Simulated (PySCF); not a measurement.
PySCF input (CCSD(T)/cc-pVDZ):

```python
from pyscf import gto, scf, mp, cc as ccmod

mol = gto.M(
    atom='''
    C     0.05865618   -0.88037539    0.07896597
    C    -1.20765746   -0.54490941    0.10147258
    F    -1.80648215    0.60630057    0.02029001
    Cl    1.33991758    0.29425739   -0.08387619
    H     0.37374817   -1.90737191    0.16065381
    ''',
    basis='cc-pvdz',
    charge=0,
    spin=1,
    verbose=4,
)

mf = scf.UHF(mol)
mf.conv_tol = 1e-10
mf.max_cycle = 100
mf.kernel()
mo, _, stable, _ = mf.stability(return_status=True)
if not stable:
    mf.kernel(mf.make_rdm1(mo, mf.mo_occ))
mp2 = mp.MP2(mf, frozen=8).run()
cc = ccmod.CCSD(mf, frozen=8)
cc.max_cycle = 100
cc.kernel()
et = cc.ccsd_t()
print(f'E(CCSD(T)) = {cc.e_tot + et:.9f}')
```

Output:

```
PySCF version 2.14.0

[INPUT] verbose = 4
[INPUT] num. atoms = 5
[INPUT] num. electrons = 39
[INPUT] charge = 0
[INPUT] spin (= nelec alpha-beta = 2S) = 1
[INPUT] symmetry False subgroup None
[INPUT] Mole.unit = angstrom
[INPUT] Symbol           X                Y                Z      unit          X                Y                Z       unit  Magmom
[INPUT]  1 C      0.058656180000  -0.880375390000   0.078965970000 AA    0.110844115713  -1.663668373907   0.149224056461 Bohr   0.0
[INPUT]  2 C     -1.207657460000  -0.544909410000   0.101472580000 AA   -2.282141851688  -1.029729547598   0.191755385353 Bohr   0.0
[INPUT]  3 F     -1.806482150000   0.606300570000   0.020290010000 AA   -3.413756512415   1.145742026468   0.038342561965 Bohr   0.0
[INPUT]  4 Cl     1.339917580000   0.294257390000  -0.083876190000 AA    2.532077255690   0.556065877229  -0.158503027472 Bohr   0.0
[INPUT]  5 H      0.373748170000  -1.907371910000   0.160653810000 AA    0.706281680857  -3.604410527589   0.303591701768 Bohr   0.0

nuclear repulsion = 134.70112069464
number of shells = 23
number of NR pGTOs = 126
number of NR cGTOs = 65
basis = cc-pvdz
ecp = {}

******** <class 'pyscf.scf.uhf.UHF'> ********
method = UHF
initial guess = minao
damping factor = 0
level_shift factor = 0
DIIS = <class 'pyscf.scf.diis.CDIIS'>
diis_start_cycle = 1
diis_space = 8
diis_damp = 0
SCF conv_tol = 1e-10
SCF conv_tol_grad = None
SCF max_cycles = 100
direct_scf = True
direct_scf_tol = 1e-13
number electrons alpha = 20  beta = 19
Set gradient conv threshold to 1e-05
init E= -635.785829507355
  alpha nocc = 20  HOMO = -0.158910186229793  LUMO = 0.123322289834467
  beta  nocc = 19  HOMO = -0.218724515894301  LUMO = -0.158910186229793

WARN: HOMO -0.158910186229793 >= LUMO -0.158910186229793

cycle= 1 E= -635.049280355197  delta_E= 0.737  |g|= 0.407  |ddm|= 1.68
  alpha nocc = 20  HOMO = -0.419976621742678  LUMO = 0.0917249574758285
  beta  nocc = 19  HOMO = -0.409757760388544  LUMO = -0.0503782170840221
  HOMO = -0.409757760389  LUMO = -0.050378217084  gap/eV = 9.77922
cycle= 2 E= -635.13069802622  delta_E= -0.0814  |g|= 0.224  |ddm|= 0.602
  alpha nocc = 20  HOMO = -0.393438754358184  LUMO = 0.172337922237919
  beta  nocc = 19  HOMO = -0.379562885811483  LUMO = 0.0433438117996898
  HOMO = -0.379562885811  LUMO = 0.0433438117997  gap/eV = 11.50788
cycle= 3 E= -635.155509144378  delta_E= -0.0248  |g|= 0.0586  |ddm|= 0.197
  alpha nocc = 20  HOMO = -0.389004191588164  LUMO = 0.182982235914276
  beta  nocc = 19  HOMO = -0.375457312419146  LUMO = 0.0660238234998181
  HOMO = -0.375457312419  LUMO = 0.0660238234998  gap/eV = 12.01331
cycle= 4 E= -635.159428026135  delta_E= -0.00392  |g|= 0.0257  |ddm|= 0.104
  alpha nocc = 20  HOMO = -0.391972974128389  LUMO = 0.181379988709287
  beta  nocc = 19  HOMO = -0.378048215008651  LUMO = 0.0664364259400188
  HOMO = -0.378048215009  LUMO = 0.06643642594  gap/eV = 12.09504
cycle= 5 E= -635.160596607103  delta_E= -0.00117  |g|= 0.0159  |ddm|= 0.0524
  alpha nocc = 20  HOMO = -0.392658744067159  LUMO = 0.183726413226316
  beta  nocc = 19  HOMO = -0.378366853279071  LUMO = 0.0684989104575218
  HOMO = -0.378366853279  LUMO = 0.0684989104575  gap/eV = 12.15984
cycle= 6 E= -635.161412572166  delta_E= -0.000816  |g|= 0.0132  |ddm|= 0.0384
  alpha nocc = 20  HOMO = -0.393633801051856  LUMO = 0.186619227628215
  beta  nocc = 19  HOMO = -0.378573059023165  LUMO = 0.0700705357062397
  HOMO = -0.378573059023  LUMO = 0.0700705357062  gap/eV = 12.20821
cycle= 7 E= -635.162316161168  delta_E= -0.000904  |g|= 0.0116  |ddm|= 0.0471
  alpha nocc = 20  HOMO = -0.398598189290539  LUMO = 0.1929158128836
  beta  nocc = 19  HOMO = -0.382235155544768  LUMO = 0.0726155890559008
  HOMO = -0.382235155545  LUMO = 0.0726155890559  gap/eV = 12.37712
cycle= 8 E= -635.163782690144  delta_E= -0.00147  |g|= 0.00806  |ddm|= 0.0962
  alpha nocc = 20  HOMO = -0.405908216101646  LUMO = 0.193183854291625
  beta  nocc = 19  HOMO = -0.387177245278434  LUMO = 0.0754177485181531
  HOMO = -0.387177245278  LUMO = 0.0754177485182  gap/eV = 12.58785
cycle= 9 E= -635.164585176294  delta_E= -0.000802  |g|= 0.0032  |ddm|= 0.116
  alpha nocc = 20  HOMO = -0.403263411592742  LUMO = 0.192975219449992
  beta  nocc = 19  HOMO = -0.385414538940127  LUMO = 0.0757879857089083
  HOMO = -0.38541453894  LUMO = 0.0757879857089  gap/eV = 12.54996
cycle= 10 E= -635.164587296904  delta_E= -2.12e-06  |g|= 0.00177  |ddm|= 0.00889
  alpha nocc = 20  HOMO = -0.404190802093939  LUMO = 0.192900479463409
  beta  nocc = 19  HOMO = -0.38606004389302  LUMO = 0.0760224803135996
  HOMO = -0.386060043893  LUMO = 0.0760224803136  gap/eV = 12.57391
cycle= 11 E= -635.1646017977  delta_E= -1.45e-05  |g|= 0.000775  |ddm|= 0.0103
  alpha nocc = 20  HOMO = -0.40516094967561  LUMO = 0.192822168653652
  beta  nocc = 19  HOMO = -0.386815016728288  LUMO = 0.076332910588981
  HOMO = -0.386815016728  LUMO = 0.076332910589  gap/eV = 12.60290
cycle= 12 E= -635.164603663965  delta_E= -1.87e-06  |g|= 0.000411  |ddm|= 0.00856
  alpha nocc = 20  HOMO = -0.404305325235727  LUMO = 0.19289000187606
  beta  nocc = 19  HOMO = -0.386173415595336  LUMO = 0.0761677151552069
  HOMO = -0.386173415595  LUMO = 0.0761677151552  gap/eV = 12.58094
cycle= 13 E= -635.164604013657  delta_E= -3.5e-07  |g|= 0.000292  |ddm|= 0.00643
  alpha nocc = 20  HOMO = -0.40476046242787  LUMO = 0.192849748664997
  beta  nocc = 19  HOMO = -0.386519945538326  LUMO = 0.0762239899042187
  HOMO = -0.386519945538  LUMO = 0.0762239899042  gap/eV = 12.59190
cycle= 14 E= -635.164604623067  delta_E= -6.09e-07  |g|= 6.55e-05  |ddm|= 0.00345
  alpha nocc = 20  HOMO = -0.404731852879973  LUMO = 0.192853798114005
  beta  nocc = 19  HOMO = -0.386500935282995  LUMO = 0.0762323128923184
  HOMO = -0.386500935283  LUMO = 0.0762323128923  gap/eV = 12.59161
cycle= 15 E= -635.164604632867  delta_E= -9.8e-09  |g|= 3.11e-05  |ddm|= 0.000185
  alpha nocc = 20  HOMO = -0.40469981031619  LUMO = 0.192856259456319
  beta  nocc = 19  HOMO = -0.386477263523693  LUMO = 0.0762206699844148
  HOMO = -0.386477263524  LUMO = 0.0762206699844  gap/eV = 12.59065
cycle= 16 E= -635.164604637274  delta_E= -4.41e-09  |g|= 1.02e-05  |ddm|= 0.00027
  alpha nocc = 20  HOMO = -0.404702710021533  LUMO = 0.192856310620606
  beta  nocc = 19  HOMO = -0.386480069406046  LUMO = 0.0762223873073076
  HOMO = -0.386480069406  LUMO = 0.0762223873073  gap/eV = 12.59078
cycle= 17 E= -635.164604637502  delta_E= -2.28e-10  |g|= 4.87e-06  |ddm|= 4.08e-05
  alpha nocc = 20  HOMO = -0.404701887787819  LUMO = 0.192856529729841
  beta  nocc = 19  HOMO = -0.386479284510098  LUMO = 0.0762225263348277
  HOMO = -0.38647928451  LUMO = 0.0762225263348  gap/eV = 12.59076
cycle= 18 E= -635.164604637547  delta_E= -4.48e-11  |g|= 2.29e-06  |ddm|= 1.54e-05
  alpha nocc = 20  HOMO = -0.404702028705985  LUMO = 0.192856440882756
  beta  nocc = 19  HOMO = -0.38647946710956  LUMO = 0.076222545101742
  HOMO = -0.38647946711  LUMO = 0.0762225451017  gap/eV = 12.59076
Extra cycle  E= -635.164604637555  delta_E= -8.19e-12  |g|= 1.41e-06  |ddm|= 4.13e-06
converged SCF energy = -635.164604637555  <S^2> = 0.9463141  2S+1 = 2.1875229
uhf_internal: lowest eigs of H = [0.17760217 0.27146481 0.4520491 ]
<class 'pyscf.scf.uhf.UHF'> wavefunction is stable in the internal stability analysis

******** <class 'pyscf.mp.ump2.UMP2'> ********
nocc = (np.int64(12), np.int64(11)), nmo = (57, 57)
frozen orbitals 8
E(UMP2) = -635.703749810767  E_corr = -0.539145173211872
E(SCS-UMP2) = -635.683930599338  E_corr = -0.519325961783435
E_corr(same-spin) = -0.147286437774013
E_corr(oppo-spin) = -0.391858735437858

******** <class 'pyscf.cc.uccsd.UCCSD'> ********
CC2 = 0
CCSD nocc = (np.int64(12), np.int64(11)), nmo = (57, 57)
frozen orbitals 8
max_cycle = 100
direct = 0
conv_tol = 1e-07
conv_tol_normt = 1e-06
diis_space = 6
diis_start_cycle = 0
diis_start_energy_diff = 1e+09
Init t2, MP2 energy = -0.539145199863198
Init E_corr(UCCSD) = -0.539145199865092
cycle = 1  E_corr(UCCSD) = -0.554335971219106  dE = -0.0151907714  norm(t1,t2) = 0.103575
cycle = 2  E_corr(UCCSD) = -0.569142354215593  dE = -0.014806383  norm(t1,t2) = 0.0438815
cycle = 3  E_corr(UCCSD) = -0.571419588871442  dE = -0.00227723466  norm(t1,t2) = 0.033276
cycle = 4  E_corr(UCCSD) = -0.578595668451938  dE = -0.00717607958  norm(t1,t2) = 0.0227954
cycle = 5  E_corr(UCCSD) = -0.57841135403086  dE = 0.000184314421  norm(t1,t2) = 0.00894766
cycle = 6  E_corr(UCCSD) = -0.578353898431876  dE = 5.7455599e-05  norm(t1,t2) = 0.00332444
cycle = 7  E_corr(UCCSD) = -0.578575557508658  dE = -0.000221659077  norm(t1,t2) = 0.00153374
cycle = 8  E_corr(UCCSD) = -0.578572831467297  dE = 2.72604136e-06  norm(t1,t2) = 0.000594157
cycle = 9  E_corr(UCCSD) = -0.57857666770764  dE = -3.83624034e-06  norm(t1,t2) = 0.000307867
cycle = 10  E_corr(UCCSD) = -0.578573385445548  dE = 3.28226209e-06  norm(t1,t2) = 0.000161921
cycle = 11  E_corr(UCCSD) = -0.578575405581625  dE = -2.02013608e-06  norm(t1,t2) = 5.56302e-05
cycle = 12  E_corr(UCCSD) = -0.578576735517736  dE = -1.32993611e-06  norm(t1,t2) = 2.40153e-05
cycle = 13  E_corr(UCCSD) = -0.578576317947267  dE = 4.17570469e-07  norm(t1,t2) = 1.24802e-05
cycle = 14  E_corr(UCCSD) = -0.578575877188653  dE = 4.40758614e-07  norm(t1,t2) = 5.55662e-06
cycle = 15  E_corr(UCCSD) = -0.578575538204862  dE = 3.38983791e-07  norm(t1,t2) = 2.80083e-06
cycle = 16  E_corr(UCCSD) = -0.578575453520524  dE = 8.46843378e-08  norm(t1,t2) = 1.3929e-06
cycle = 17  E_corr(UCCSD) = -0.578575450119629  dE = 3.40089545e-09  norm(t1,t2) = 4.82027e-07
UCCSD converged
E(UCCSD) = -635.7431800876745  E_corr = -0.5785754501196287
UCCSD(T) correction = -0.0169013039927538
E(CCSD(T)) = -635.760081392
```

It need not be the lowest isomer of its formula.

The determinant is spin-contaminated: <S^2> is 0.95 against 0.75 for a pure state.
